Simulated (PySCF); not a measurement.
Geometry:
```csv
atom,x (Å),y (Å),z (Å)
Si1,-2.099,-1.534,0.127
C2,-1.310,0.134,-0.150
C3,-1.902,1.319,-0.581
C4,-0.851,2.251,-0.639
N5,0.299,1.697,-0.273
N6,0.010,0.437,0.018
C7,1.050,-0.472,0.399
C8,2.300,-0.550,-0.424
C9,2.332,0.063,0.946
H10,-1.498,-2.574,-0.764
H11,-1.925,-1.992,1.540
H12,-3.552,-1.393,-0.175
H13,-2.953,1.475,-0.812
H14,-0.881,3.301,-0.926
H15,0.643,-1.391,0.828
H16,2.351,0.137,-1.273
H17,2.752,-1.532,-0.585
H18,2.404,1.151,0.998
H19,2.804,-0.486,1.764
```

Computed data (PySCF): σ from GIAO-B97-2/pcSseg-1, PBE0-D3(BJ)/def2-SVP geometry. Isolated molecule, non-relativistic, equivalent nuclei averaged, one computed conformer.

δ = σ(ref) − σ, references computed at the same level: 13C (183.69 ppm) and 1H (31.38 ppm) and 29Si (357.41 ppm) against TMS; 15N (262.91 ppm) against NH3.

```
      atoms  nucleus  count  δ (ppm)
        H14       1H      1        ?
        H13       1H      1     6.52
         C4      13C      1    138.9
         N5      15N      1    334.6
         C3      13C      1    120.0
         N6      15N      1    244.7
         C7      13C      1     35.1
        H15       1H      1        ?
        Si1     29Si      1        ?
    H17/H19       1H      2     0.89
    H16/H18       1H      2     1.52
         C2      13C      1    129.4
      C8/C9      13C      2      9.1
H10/H11/H12       1H      3        ?
```

Q: Estimate the values marked ?.

A: 
- H14: 7.36 ppm, hydrogen on an aromatic CH next to a ring nitrogen; it sits in the deshielding region of the aromatic ring current
- H10/H11/H12: 4.46 ppm, hydrogen on a silicon bonded to C
- H15: 3.20 ppm, hydrogen on a three-membered-ring carbon; its carbon carries N, an electronegative neighbour
- Si1: -81.8 ppm, silicon bonded to C, 3 H

Shifts are as computed. Against solution values, carbons near 30 ppm lie about +1 ppm off and those near 130 ppm about +2 ppm (rms about the fit 1.9 ppm; single classes can miss by 10 ppm). Of 1328 compounds with measured shifts, 309 miss one by over three times the rms of a fit or turn the order of signals round; such compounds aren't used in these exercises. Signals without a measured value on file couldn't be tested in this way. Experimental scales use liquid or dissolved standards, which lie at an offset from isolated NH3 (liquid NH3: subtract about 20 ppm). Unscaled 15N shifts of sp2 nitrogen often come out too high even then, by a few to some tens of ppm.
